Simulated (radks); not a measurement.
Problem. Coherent X-ray form factor from a spherical all-electron density. Method: scalar-relativistic Kohn-Sham, PBE, spin-unpolarised, spherical densities, point nucleus; computed with a radial shooting solver on a logarithmic mesh with Libxc functionals.

sin(theta)/lambda (1/angstrom)  f0 (electrons)
0.05                                    19.801
0.1                                     19.225
0.15                                    18.335
0.2                                     17.216
0.25                                    15.966
0.3                                     14.675
0.4                                     12.245
0.5                                     10.275
0.6                                      8.834
0.8                                      7.130
1                                        6.170
1.25                                     5.187
1.5                                      4.246
2                                        2.743

The species is in the configuration that NIST lists as its ground one. Which atom or ion scatters so?

Solution. The chromium ion Cr4+, [Ar] 3d2. Extrapolating in s^2 from the first two rows gives f0(0) = 20.0, near the electron count 20; among species with that count, the fall with angle is slower the higher Z, and the table is that of Z = 24; from so few rows the species is fixed only to a neighbour or two.
